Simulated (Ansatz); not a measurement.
Correlation energies of CH$_{3}$BrMgO (`C[O][Mg][Br]`) by basis set

Cartesian coordinates in Å:
```
C -0.637 0.426 -0.986
O 0.066 -0.044 0.102
Mg 0.958 -0.640 1.483
Br 2.144 -1.433 3.320
H -1.161 1.364 -0.756
H 0.025 0.624 -1.841
H -1.394 -0.297 -1.322
```

Total charge 0; spin multiplicity 1. Correlated methods include outer-core shells of Br, Mg, which these sets cover unevenly. Scalar relativity is left out up to krypton. The geometry is a stationary point of PBE0-D4/def2-TZVP. It is one conformer, not always the lowest. Frozen core, restricted reference, the Gaussian-basis code of Ansatz.

| basis | HF (Eh) | MP2 corr. | CCSD corr. | (T) | CCSD(T) total |
| --- | --- | --- | --- | --- | --- |
| def2-SVP | ? | -0.59043 | ? | -0.01336 | ? |
| def2-TZVPP | ? | -0.88030 | -0.90463 | -0.02657 | ? |
| def2-QZVPP | ? | -1.27084 | – | – | – |

Problem. Fill in the withheld values. (Estimate.)

Solution. Ansatz gave: def2-SVP HF (Eh): -2886.14783; def2-SVP CCSD corr.: -0.61225; def2-SVP CCSD(T) total: -2886.77344; def2-TZVPP HF (Eh): -2886.66767; def2-TZVPP CCSD(T) total: -2887.59887; def2-QZVPP HF (Eh): -2886.73258.
